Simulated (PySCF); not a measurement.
Gas-phase reaction: 4 GeF3 + 3 H ⇌ 3 GeF4 + GeH3

Energies from PySCF, thermal terms from the rigid-rotor harmonic-oscillator model, ideal gas at 1 bar. † marks an energy on the PBE0/def2-TZVP geometry and frequencies; other levels use their own. MP2 and CCSD(T) freeze the core. Open shells (unrestricted): GeF3 (multiplicity 2), H (multiplicity 2), GeH3 (multiplicity 2); the rest are closed-shell singlets. B3LYP is the form with VWN-RPA correlation. Ge: all electrons, no relativistic terms. GeF3, GeH3: computed as isolated molecules; such fragments, hydroxides, amides, oligomers or adducts are transient or little studied in the gas. MP2 isn't extrapolated to the basis-set limit; its ΔH°(298 K) is -1033.4 kJ in def2-SVP and -1049.4 kJ in def2-TZVPP. CCSD(T) isn't extrapolated to the basis-set limit; its ΔH°(298 K) is -1068.7 kJ in def2-SVP and -1089.8 kJ in def2-TZVPP. The harmonic model lacks anharmonicity and excited electronic states, which grow with temperature; levels with a mode under 35 cm⁻¹ are left out.

```csv
level,"ΔE electronic, kJ","ΔH°(298 K), kJ","ΔS°(298 K), J/K","ΔG°(2000 K), kJ"
B3LYP/def2-TZVP†,-1033,-986,-404,-137
CCSD(T)/def2-TZVPP†,-1137,-1090,-404,-241
MP2/def2-SVP†,-1081,-1033,-404,-185
PBE0/def2-SVP†,-1048,-1000,-404,-152
PBE0/def2-TZVP,-1037,-990,-404,-141
ωB97X-V/def2-TZVP†,-1090,-1043,-404,-195
```
ΔH° is lowest at CCSD(T)/def2-TZVPP† and highest at B3LYP/def2-TZVP†. No reference value is set beside these.
